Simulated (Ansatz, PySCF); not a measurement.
Pulling on the B1–H2 bond in BH2I (SMILES BI) (multiplicity 1 held, fragments rigid). Energies count from the point at 1.183 Å.
Geometry at that point (charge 0, multiplicity 1):
```tsv
atom	x (Å)	y (Å)	z (Å)
B	-1.0069	-1.5282	0.2633
H	-0.6251	-2.3051	1.0692
H	-1.9865	-1.6589	-0.3861
I	0.1443	0.2190	-0.0377
```

Unrestricted levels (U-) break spin symmetry where that is lower. Active spaces are followed from a long bond inwards. Curves can end on different states.

Correlated levels freeze the cores. Filled d and f shells under p-block atoms count as core. Rows in 3-21G, LANL2DZ carry no dispersion term and start afresh at each structure; the Pople sets are all-electron and without relativity. LANL2DZ brings its own core potentials from Na on.

Programs: Ansatz (an electronic-structure program) with Gaussian orbitals; PySCF for 3-21G rows, LANL2DZ rows. Values without a source in brackets are computed. In def2 rows elements past Kr take small-core potentials, without spin–orbit coupling.

Other levels give for the energy at R = 3.784 Å: U-PBE/def2-TZVPP 434.5; U-B3LYP/def2-TZVPP 449.8; U-wB97X-V/def2-TZVPP 458.2; FIC-MRCISD+Q on CASSCF(2,2)/def2-TZVPP 449.3 kJ/mol.

Common cheap choices:

```tsv
level	energy at R = 3.784 Å (kJ/mol)
R-HF/3-21G	779.4
U-HF/LANL2DZ	364.5
R-BP86/LANL2DZ	547.3
R-B3LYP/LANL2DZ	598.2
U-B3LYP/LANL2DZ	455.8
```

Doubts at one or more of the structures used: a restricted determinant that unrestricted orbitals would lower (R-HF/3-21G); a spin-contaminated determinant (U-HF/LANL2DZ, U-B3LYP/LANL2DZ, U-PBE/def2-TZVPP, U-B3LYP/def2-TZVPP, U-wB97X-V/def2-TZVPP).
